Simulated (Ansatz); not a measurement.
Zn8Te7Cl2⁻. The state is a doublet with charge -1. Geometry PBE-D4/def2-SVP, that of the neutral singlet.

```
atom    x (Å)    y (Å)    z (Å)
 Te1   0.0517  -3.9114   3.1619
 Te2   1.6467   0.1150   3.5002
 Te3  -2.3661  -0.4962   1.6591
 Te4  -1.3364   0.3255  -2.7903
 Te5   1.4320  -1.6250  -0.5278
 Te6  -0.8121   4.9513  -2.7214
 Te7   3.2322   2.0911  -2.5965
 Zn8  -1.5158  -3.0216   1.3376
 Zn9  -0.5379  -1.3081   3.4444
Zn10  -1.0577   2.6620  -1.6799
Zn11   1.6629  -2.0832   2.0518
Zn12   0.3170   0.2849   1.1748
Zn13  -1.2381  -1.2920  -0.7817
Zn14   1.2145   0.6686  -2.1003
Zn15   1.3717   3.7415  -2.7699
Cl16  -2.1180  -3.5535  -0.8063
Cl17   0.0533   2.4511   0.4445
```

In the def2 sets Te takes a core potential; there is no spin–orbit coupling. Single mean-field runs in def2-SVP are fitted with def2-universal-jkfit. At BLYP-D4/def2-SVP the highest occupied level of the charge -1 doublet lies above zero (up to 0.04 eV). By energy differences its removal costs 1.59 eV (vertical, to the charge 0 singlet, at BLYP-D4/def2-SVP); self-interaction error and the lack of diffuse functions both raise the level.

**Question.** Estimate the α-spin orbital energies around the gap (eV) in Ansatz with PBE-D4/def2-SVP, BLYP-D4/def2-SVP, PBE0-D4/def2-SVP.

**Answer.** 
| orbital | PBE-D4/def2-SVP | BLYP-D4/def2-SVP | PBE0-D4/def2-SVP |
| --- | --- | --- | --- |
| HOMO−5 | -3.04 | -2.77 | -4.04 |
| HOMO−4 | -2.93 | -2.65 | -3.91 |
| HOMO−3 | -2.85 | -2.59 | -3.81 |
| HOMO−2 | -2.72 | -2.44 | -3.77 |
| HOMO−1 | -2.43 | -2.15 | -3.50 |
| HOMO | -0.19 | 0.04 | -0.62 |
| LUMO | 0.06 | 0.26 | 0.61 |
| LUMO+1 | 0.37 | 0.63 | 0.92 |
| LUMO+2 | 0.52 | 0.68 | 1.17 |
| LUMO+3 | 0.58 | 0.79 | 1.20 |
| LUMO+4 | 0.79 | 0.97 | 1.45 |
| LUMO+5 | 0.84 | 1.03 | 1.56 |
| β HOMO | -2.43 | -2.15 | -3.49 |
| β LUMO | 0.20 | 0.33 | 0.83 |
